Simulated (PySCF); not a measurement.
C₂H₈O₂Si₂, SMILES C[C@H]1O[Si@H](O)[SiH2]1.

Geometry optimised at PBE-D3(BJ)/def2-SVP. The structure was generated by enumeration; whether it is a known compound was not checked. The values are those of a single conformer.

Level of theory: PBE-D3(BJ)/def2-SVP in PySCF.

Frequencies are harmonic and unscaled.

Computed vibrational spectrum:
```json
[
 {"mode": "1", "ν (cm⁻¹)": "45", "IR (km/mol)": "1.1", "moving atoms (share of kinetic energy)": "O 51 %, C 23 %, H 20 %"},
 {"mode": "2", "ν (cm⁻¹)": "134", "IR (km/mol)": "5.8", "moving atoms (share of kinetic energy)": "O 41 %, H 31 %, Si 23 %"},
 {"mode": "3", "ν (cm⁻¹)": "218", "IR (km/mol)": "11.5", "moving atoms (share of kinetic energy)": "H 37 %, O 26 %, Si 22 %, C 15 %"},
 {"mode": "4", "ν (cm⁻¹)": "236", "IR (km/mol)": "4.4", "moving atoms (share of kinetic energy)": "H 47 %, C 30 %, O 12 %, Si 11 %"},
 {"mode": "5", "ν (cm⁻¹)": "253", "IR (km/mol)": "1.9", "moving atoms (share of kinetic energy)": "H 89 %"},
 {"mode": "6", "ν (cm⁻¹)": "333", "IR (km/mol)": "64.6", "moving atoms (share of kinetic energy)": "H 60 %, O 17 %, C 14 %, Si 9 %"},
 {"mode": "7", "ν (cm⁻¹)": "341", "IR (km/mol)": "25.7", "moving atoms (share of kinetic energy)": "Si 36 %, H 34 %, O 25 %"},
 {"mode": "8", "ν (cm⁻¹)": "412", "IR (km/mol)": "36.7", "moving atoms (share of kinetic energy)": "Si 47 %, H 28 %, O 19 %"},
 {"mode": "9", "ν (cm⁻¹)": "422", "IR (km/mol)": "10.9", "moving atoms (share of kinetic energy)": "Si 33 %, H 26 %, O 24 %, C 18 %"},
 {"mode": "10", "ν (cm⁻¹)": "471", "IR (km/mol)": "3.1", "moving atoms (share of kinetic energy)": "H 45 %, Si 35 %, O 11 %, C 9 %"},
 {"mode": "11", "ν (cm⁻¹)": "551", "IR (km/mol)": "4.1", "moving atoms (share of kinetic energy)": "H 53 %, C 29 %, Si 15 %"},
 {"mode": "12", "ν (cm⁻¹)": "625", "IR (km/mol)": "30.1", "moving atoms (share of kinetic energy)": "H 79 %, C 12 %"},
 {"mode": "13", "ν (cm⁻¹)": "666", "IR (km/mol)": "50.7", "moving atoms (share of kinetic energy)": "H 62 %, C 23 %, Si 14 %"},
 {"mode": "14", "ν (cm⁻¹)": "699", "IR (km/mol)": "34.6", "moving atoms (share of kinetic energy)": "H 53 %, O 31 %, Si 9 %"},
 {"mode": "15", "ν (cm⁻¹)": "777", "IR (km/mol)": "74.0", "moving atoms (share of kinetic energy)": "H 64 %, O 21 %, Si 12 %"},
 {"mode": "16", "ν (cm⁻¹)": "778", "IR (km/mol)": "102.2", "moving atoms (share of kinetic energy)": "H 59 %, O 26 %, Si 15 %"},
 {"mode": "17", "ν (cm⁻¹)": "871", "IR (km/mol)": "27.3", "moving atoms (share of kinetic energy)": "H 35 %, O 34 %, C 17 %, Si 14 %"},
 {"mode": "18", "ν (cm⁻¹)": "878", "IR (km/mol)": "289.0", "moving atoms (share of kinetic energy)": "H 71 %, O 14 %, Si 9 %"},
 {"mode": "19", "ν (cm⁻¹)": "893", "IR (km/mol)": "42.9", "moving atoms (share of kinetic energy)": "H 79 %, O 13 %"},
 {"mode": "20", "ν (cm⁻¹)": "909", "IR (km/mol)": "171.2", "moving atoms (share of kinetic energy)": "H 35 %, O 32 %, Si 28 %"},
 {"mode": "21", "ν (cm⁻¹)": "954", "IR (km/mol)": "8.1", "moving atoms (share of kinetic energy)": "H 79 %, C 18 %"},
 {"mode": "22", "ν (cm⁻¹)": "1027", "IR (km/mol)": "42.4", "moving atoms (share of kinetic energy)": "C 51 %, H 37 %, O 11 %"},
 {"mode": "23", "ν (cm⁻¹)": "1090", "IR (km/mol)": "0.8", "moving atoms (share of kinetic energy)": "C 65 %, H 34 %"},
 {"mode": "24", "ν (cm⁻¹)": "1189", "IR (km/mol)": "16.8", "moving atoms (share of kinetic energy)": "H 64 %, C 31 %"},
 {"mode": "25", "ν (cm⁻¹)": "1289", "IR (km/mol)": "2.5", "moving atoms (share of kinetic energy)": "H 84 %, C 14 %"},
 {"mode": "26", "ν (cm⁻¹)": "1336", "IR (km/mol)": "5.4", "moving atoms (share of kinetic energy)": "H 76 %, C 24 %"},
 {"mode": "27", "ν (cm⁻¹)": "1399", "IR (km/mol)": "4.8", "moving atoms (share of kinetic energy)": "H 96 %"},
 {"mode": "28", "ν (cm⁻¹)": "1421", "IR (km/mol)": "5.5", "moving atoms (share of kinetic energy)": "H 96 %"},
 {"mode": "29", "ν (cm⁻¹)": "2133", "IR (km/mol)": "95.1", "moving atoms (share of kinetic energy)": "H 98 %"},
 {"mode": "30", "ν (cm⁻¹)": "2152", "IR (km/mol)": "81.1", "moving atoms (share of kinetic energy)": "H 96 %"},
 {"mode": "31", "ν (cm⁻¹)": "2188", "IR (km/mol)": "147.9", "moving atoms (share of kinetic energy)": "H 97 %"},
 {"mode": "32", "ν (cm⁻¹)": "2955", "IR (km/mol)": "28.9", "moving atoms (share of kinetic energy)": "H 92 %"},
 {"mode": "33", "ν (cm⁻¹)": "2962", "IR (km/mol)": "19.7", "moving atoms (share of kinetic energy)": "H 97 %"},
 {"mode": "34", "ν (cm⁻¹)": "3051", "IR (km/mol)": "15.2", "moving atoms (share of kinetic energy)": "H 91 %, C 9 %"},
 {"mode": "35", "ν (cm⁻¹)": "3062", "IR (km/mol)": "12.1", "moving atoms (share of kinetic energy)": "H 91 %, C 9 %"},
 {"mode": "36", "ν (cm⁻¹)": "3755", "IR (km/mol)": "74.9", "moving atoms (share of kinetic energy)": "H 94 %"}
]
```
